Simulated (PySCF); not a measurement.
SMILES [OH2+]C=O (charge +1) (CAM-B3LYP/def2-SVP optimised geometry):

```
6

O      0.320    -1.597     0.282
C     -0.337    -0.664     0.201
O      0.426     0.709     0.000
H     -1.409    -0.405     0.212
H      0.010     1.597     0.000
H      1.409     0.709     0.000
```

Calculation: PySCF with CAM-B3LYP/def2-TZVP.

**Question.** What are the frontier orbital energies?

**Answer.** HOMO-2 -21.68 eV, HOMO-1 -19.65 eV, HOMO -18.22 eV, LUMO -6.24 eV, LUMO+1 -5.31 eV.

On the same geometry PySCF 2.14.0 with PBE/def2-TZVP gives HOMO-2 -18.30 eV, HOMO-1 -16.39 eV, HOMO -15.11 eV, LUMO -8.77 eV, LUMO+1 -7.30 eV.

Meta-Löwdin charges at CAM-B3LYP/def2-TZVP: O1 -0.16, C2 0.48, O3 -0.39, H4 0.20, H5 0.43, H6 0.43.
